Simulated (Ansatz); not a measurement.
Question: Predict a relaxed structure of [Al(CCH)4]- (C8H4Al⁻), charge -1, singlet, at PBE-D4/def2-SVPD (Ansatz).

Answer: 
```xyz
13

Al    0.002   -0.002    0.005
C     0.353    1.253   -1.485
C     0.567    2.035   -2.419
H     0.752    2.718   -3.235
C    -0.089    1.003    1.708
C    -0.147    1.634    2.770
H    -0.197    2.186    3.697
C     1.461   -1.337    0.103
C     2.375   -2.167    0.163
H     3.175   -2.892    0.215
C    -1.720   -0.927   -0.310
C    -2.796   -1.501   -0.516
H    -3.736   -2.003   -0.696
```
Point group Td (tolerance 0.1 Å). This is one stationary point.
